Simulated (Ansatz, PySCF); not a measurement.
Gas-phase reaction (SMILES): OCO -> O[CH]O + H atom; the C-H bond at the site shown breaks (other sites are not compared here).

Structures are relaxed separately at B3LYP-D3(BJ)/def2-TZVP in Ansatz (a program for electronic structure), one conformer each, not searched for the lowest. Correlated levels leave the core frozen unless marked. UHF or UKS for open shells. No spin-orbit coupling. Non-relativistic. Basis-set limits of correlation are two-point, X^-3; Hartree-Fock from the larger set. [CCSD(T)-MP2]/basis is that difference in the basis named. Thermal terms are rigid-rotor harmonic-oscillator values from B3LYP-D3(BJ) frequencies (PySCF) at 298.15 K and 1 atm. 1 Eh = 627.5095 kcal/mol. Atoms have translation alone. Electronic entropy comes from spin alone.

```csv
species,"E, RI-MP2/CBS(cc-pVTZ,cc-pVQZ)+[CCSD(T)-MP2]/cc-pVTZ (Ansatz) (Eh)","E, r2SCAN-D4/def2-TZVPD (Ansatz + dftd4) (Eh)",H - E (Eh),G - E (Eh)
OCO,-190.79149,-190.93656,0.06178,0.03278
O[CH]O,-190.12429,-190.28101,0.04802,0.01764
H atom,-0.49995,-0.49993,0.00236,-0.01065
```

**Question.** Work out ΔE and ΔH, ΔG, ΔS and the equilibrium constant at 298.15 K at the first level, then ΔH at the second.

**Answer.** 
1. ΔE = [(-190.12429) + (-0.49995)] - [(-190.79149)] = 0.16725 Eh = 105.0 kcal/mol at RI-MP2/CBS(cc-pVTZ,cc-pVQZ)+[CCSD(T)-MP2]/cc-pVTZ.
2. The terms H - E add up to -0.01140 Eh, so ΔH = (0.16725 + (-0.01140))×627.5095 = 97.8 kcal/mol.
3. The terms G - E add up to -0.02579 Eh, so ΔG = 88.8 kcal/mol, and ΔS = (-0.01140 - (-0.02579))×627509.5/298.15 = 30.3 cal/(mol K).
4. log10 K = -ΔG/(RT ln 10) = -65.1, with RT ln 10 = 1.3642 kcal/mol.
5. With ΔH and ΔS taken as constant, ΔG changes sign near ΔH/ΔS = 3230 K, a rough figure that leaves out heat capacities.
6. At r2SCAN-D4/def2-TZVPD the same steps give ΔE = 97.7 and ΔH = 90.5 kcal/mol, a shift of -7.3 from the first level.
7. These values are not checked against measurement here, since the tables used lack a sound gas-phase enthalpy of formation for at least one species.
